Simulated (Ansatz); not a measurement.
Program: Ansatz. Geometries: PBE0-D4/def2-TZVP. ΔE: electronic, gas phase. CCSD(T)/CBS is the MP2 limit (def2-TZVPP, def2-QZVPP) plus CCSD(T) − MP2 in def2-TZVPP, frozen cores. This one scheme is used for every species. For Se outer-core shells are correlated without core-valence functions, which leaves a few kJ/mol of doubt a bond. Scalar relativity is left out up to krypton. Each species was taken in one conformer, which may not be the lowest.

Reaction (substitution at a C–F bond): `N=C=C(F)[SiH3]` + H₂Se → `N=C=C([SiH3])[SeH]` + H–F

`N=C=C(F)[SiH3]`:

Cartesian coordinates in Å:
```
N -1.615 -0.548 -1.764
C -0.863 -0.660 -0.813
C 0.067 -0.730 0.114
F 0.358 -1.942 0.662
Si 0.987 0.766 0.722
H -2.595 -0.371 -1.542
H 2.445 0.603 0.488
H 0.755 0.962 2.177
H 0.461 1.921 -0.045
```

H₂Se:

```xyz
3

Se    0.295   -0.556   -0.268
H    -0.265    0.679   -0.827
H    -0.030   -0.123    1.095
```

`N=C=C([SiH3])[SeH]`:

```xyz
10

N    -1.968   -0.339   -1.626
C    -1.129   -0.322   -0.750
C    -0.299   -0.194    0.253
Si    1.030    1.091    0.320
Se   -0.570   -1.358    1.757
H    -1.809   -0.925   -2.440
H     0.799    2.001    1.471
H     1.030    1.865   -0.950
H     2.349    0.429    0.498
H     0.568   -2.249    1.468
```

H–F:

Cartesian coordinates in Å:
```
F -0.386 -0.150 -0.200
H 0.386 0.150 0.200
```

| species | CCSD(T)/CBS(def2) energy (Eh) |
| --- | --- |
| `N=C=C(F)[SiH3]` | -521.99767 |
| H₂Se | -2401.89790 |
| `N=C=C([SiH3])[SeH]` | -2823.53880 |
| H–F | -100.39570 |

Task: Work out ΔE.

Result: ΔE = (-2823.53880) + (-100.39570) − (-521.99767) − (-2401.89790) = -0.03893 Eh = -24.4 kcal/mol.

Largest T1 diagnostic among the species: 0.015.

At CCSD(T), def2-SVP lies +6.4 kcal/mol from the extrapolated value and def2-TZVPP +0.7 kcal/mol. From r2SCAN to r2SCAN0 (25 % exact exchange), in def2-TZVPP and without D4, ΔE moves by −1.4 kcal/mol.
